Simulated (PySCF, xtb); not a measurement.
C₂H₃Br, SMILES C=CBr.

Harmonic wavenumbers (cm⁻¹) from GFN2-xTB run with xtb at its own minimum, in rising order: 332, 570, 578, 866, 989, 1004, 1230, 1374, 1659, 3087, 3107, 3139.

### Question
What does PySCF with PBE0-D3(BJ)/def2-TZVP give at its own minimum? (An estimate is asked for; the answer gives what the named calculation found.)

### Answer
350, 607, 626, 940, 982, 1020, 1280, 1403, 1678, 3164, 3227, 3261. Paired by order, the mean absolute difference is 51 cm⁻¹ and the zero-point energies are 25.6 and 26.5 kcal/mol.
